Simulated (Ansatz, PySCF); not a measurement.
1-aminosilyl-2-silylethyne (C₂H₇NSi₂), SMILES C(#C[SiH2]N)[SiH3].

Geometry optimised at ωB97X-D3(BJ)/def2-SVP. The values are those of a single conformer.

Vertical ionisation energy (IE) and electron affinity (EA) in eV. Rows of orbital energies are one-electron estimates. Where ΔSCF, EOM or ADC give a negative EA the extra electron is unbound and the value depends on the basis.

```csv
level,IE,EA
"−ε(HOMO), −ε(LUMO), ωB97X/def2-TZVP (PySCF)",10.10,-1.35
"−ε(HOMO), −ε(LUMO), PBE/def2-TZVP (PySCF)",6.27,1.60
"ΔSCF, CAM-B3LYP/def2-SVPD (Ansatz), final states of multiplicity 2 and 2",9.84,-0.96
"ΔSCF, PBE/def2-SVPD (Ansatz), final states of multiplicity 2 and 2",9.18,-0.63
```

Problem. What vertical singlet–triplet gap does ΔSCF give with CAM-B3LYP/def2-SVPD (Ansatz, a program for electronic structure) and with PBE/def2-SVPD (Ansatz)? (Estimate from the structure and the level; the computed values follow.)

Solution. 4.78 and 4.56 eV (triplet above singlet where positive).
